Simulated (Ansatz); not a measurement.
One change: `[CH3][In]([OH])[OH]` becomes `[CH3][Al]([OH])[OH]`.

Ansatz, PBE0-D4/def2-TZVP geometries, multiplicity 1. Each molecule was computed in one conformer, which needn't be the lowest.

Elements past krypton have def2 core potentials.

```json
{"property": "HOMO energy (PBE0/def2-TZVPP) / eV", "`[CH3][In]([OH])[OH]`": "-8.04"}
{"property": "HOMO–LUMO gap (ωB97M-V/def2-TZVPP) / eV", "`[CH3][In]([OH])[OH]`": "11.25"}
{"property": "HOMO–LUMO gap (PBE/def2-TZVPP) / eV", "`[CH3][In]([OH])[OH]`": "4.57"}
{"property": "HOMO–LUMO gap (B3LYP/def2-TZVPP) / eV", "`[CH3][In]([OH])[OH]`": "6.47"}
{"property": "LUMO energy (ωB97M-V/def2-TZVPP) / eV", "`[CH3][In]([OH])[OH]`": "0.74"}
{"property": "HOMO energy (ωB97M-V/def2-TZVPP) / eV", "`[CH3][In]([OH])[OH]`": "-10.51"}
```

Give the same properties after the change, and the shifts. (Estimate.)

The calculation gave: 
```json
{"property": "HOMO energy (PBE0/def2-TZVPP) / eV", "`[CH3][Al]([OH])[OH]`": "-8.60", "shift": "-0.56"}
{"property": "HOMO–LUMO gap (ωB97M-V/def2-TZVPP) / eV", "`[CH3][Al]([OH])[OH]`": "12.27", "shift": "1.02"}
{"property": "HOMO–LUMO gap (PBE/def2-TZVPP) / eV", "`[CH3][Al]([OH])[OH]`": "6.23", "shift": "1.66"}
{"property": "HOMO–LUMO gap (B3LYP/def2-TZVPP) / eV", "`[CH3][Al]([OH])[OH]`": "7.91", "shift": "1.44"}
{"property": "LUMO energy (ωB97M-V/def2-TZVPP) / eV", "`[CH3][Al]([OH])[OH]`": "1.37", "shift": "0.63"}
{"property": "HOMO energy (ωB97M-V/def2-TZVPP) / eV", "`[CH3][Al]([OH])[OH]`": "-10.90", "shift": "-0.39"}
```

With PBE0 the HOMO falls by 0.56 eV and the LUMO rises by 0.84 eV, so the gap widens by about 1.40 eV. PBE moves the HOMO by -0.76 eV and ωB97M-V by -0.39 eV.

B3LYP here is the variant with VWN-RPA as its local correlation; programs differ in this.
